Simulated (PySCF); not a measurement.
# N²⁺ (nitrogen, charge +2): UHF calculation

Configuration: [He] 2s2 2p1, 2P determinant. Calculation: PySCF 2.14, in cc-pVTZ-DK (4s3p2d1f, 30 functions); scalar relativity by spin-free X2C-1e.

```
Total energy                                                  : -52.847110 hartree
One-electron energy                                           : -65.5303 hartree
Hartree (Coulomb) energy                                      : 18.4048 hartree
Exchange energy                                               : -5.7217 hartree
⟨S²⟩                                                          : 0.7542
⟨L²⟩                                                          : 2.011
Sum of ⟨r⟩                                                    : 3.934 bohr
Sum of ⟨r²⟩                                                   : 4.980 bohr²
Traceless quadrupole moment −½Σ⟨3z² − r²⟩ along its main axis : -0.627 e·bohr²
Langevin diamagnetic susceptibility                           : -3.94 ×10⁻⁶ cm³/mol
Time after the integrals                                      : 0.07 s of wall time on 1 thread of Neoverse-V1 (shared host)
```

```tsv
shell	electrons	mean orbital energy (eV)	rms radius, mean of both spins (bohr)
1s α	1	-466.61	0.264
1s β	1	-465.36	0.264
2s α	1	-58.786	1.28
2s β	1	-54.180	1.28
2p α	1	-47.981	1.24
```
